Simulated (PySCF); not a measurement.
Stepwise substitution at one centre (Ga CH3-SiH3). Gas-phase values, no solvent. Strings in code marks are SMILES.

Quantity: redistribution energy (mixed species minus the weighted end members), in kcal/mol.

Case: 2 of 3 CH3 replaced by SiH3: `[CH3][Ga]([SiH3])[SiH3]`. The other species in the difference include `[CH3][Ga]([CH3])[CH3]` (neutral, multiplicity 1). Geometry of `[CH3][Ga]([SiH3])[SiH3]` (neutral, multiplicity 1, Å):

```xyz
13

C     -0.6491    -2.0651    -0.0291
Ga    -0.0675    -0.1642    -0.0189
Si     2.3078     0.3520     0.0556
Si    -1.6969     1.6373    -0.0429
H     -1.5226    -2.2069    -0.6804
H     -0.9580    -2.3331     0.9946
H      0.1533    -2.7487    -0.3336
H      2.9404    -0.2673     1.2687
H      2.6129     1.8184     0.0876
H      3.0054    -0.2286    -1.1409
H     -3.1265     1.1847    -0.0265
H     -1.5051     2.4791    -1.2713
H     -1.4940     2.5423     1.1371
```

Question: What is the computed redistribution energy (mixed species minus the weighted end members) (B3LYP/3-21G // PBE-D3(BJ)/def2-TZVP (PySCF))?

Answer: -0.71 kcal/mol.
